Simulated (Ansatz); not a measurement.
C₄H₈BrGaO (SMILES C=[CH][Ga]([Br])[O]CC), singlet, at a GFN2-xTB geometry (such geometries of metal compounds can be far from the true shape), with bond 14-10 at 2.4 times its length; SC-NEVPT2/STO-3G, CASSCF(2,3) (Ansatz, a first-principles code).

Input for Ansatz:
Ansatz 0.2 input:
```yaml
crystal:
  periodic: [false, false, false]
  atoms:
    - {symbol: Ga, position_ang: [-0.05772312, -0.55627778, -0.25656703]}
    - {symbol: Br, position_ang: [0.97696009, 0.90360745, 1.19296907]}
    - {symbol: C, position_ang: [0.58679421, -2.43703727, -0.55535263]}
    - {symbol: C, position_ang: [1.62494816, -2.89513686, 0.12237740]}
    - {symbol: H, position_ang: [0.05448141, -3.03585565, -1.28480430]}
    - {symbol: H, position_ang: [2.00482169, -3.89899446, -0.01321056]}
    - {symbol: H, position_ang: [2.15152900, -2.28858618, 0.85094505]}
    - {symbol: O, position_ang: [-1.45744845, -0.12208087, -1.17837463]}
    - {symbol: C, position_ang: [-2.38135960, 0.87407760, -1.55630582]}
    - {symbol: C, position_ang: [-2.04893030, 2.23150158, -0.95052393]}
    - {symbol: H, position_ang: [-2.37429312, 0.93959165, -2.65145694]}
    - {symbol: H, position_ang: [-3.37923018, 0.55273489, -1.23338648]}
    - {symbol: H, position_ang: [-1.05010634, 2.54132756, -1.26314924]}
    - {symbol: H, position_ang: [-3.78111444, 4.01737885, -1.73667885]}
    - {symbol: H, position_ang: [-2.06984206, 2.16873178, 0.13863807]}
basis:
  gaussian:
    orbitals: STO-3G
magnetization: {spin_polarized: false}
correlation: {method: sc_nevpt2, electrons: all, active_space: {window: {electrons: 2, orbitals: 3}}}
```

The log (banner, timings and long lists left out):

```
Functional definition: HF
825 factors; integrals over basis functions are off by at most 5.9e-5 eV
mean field evaluation 1: about -127162.3077 eV, gradient 3.2e1 eV
mean field evaluation 2: about -127162.5274 eV, gradient 3.2e1 eV
mean field evaluation 4: about -127168.3212 eV, gradient 7.3e0 eV
mean field evaluation 8: about -127168.6100 eV, gradient 1.4e-1 eV
mean field -127168.60654906 eV, -4673.3600927003 hartree, gradient 4.3e-6 eV, S^2 0.000000; 0 other end points of the search recorded, 0 dependent functions left out; unrestricted orbitals would lower it
reference -127168.60654906 eV, -4673.3600927003 hartree; 53, 53 occupied and 16, 16 virtual orbitals, 825 factors
state -127173.52991002 eV, -4673.5410228787 hartree
state -127173.52991002 eV, -4673.5410228787 hartree; corrected -127181.85769329 eV, -4673.8470632692 hartree
WARN: 1 active orbitals are nearly empty or full. The corrections depend on them more than the energy does, and are more stable in an active space without them
Total energy: -127181.85769329 eV, -4673.8470632692 hartree
```
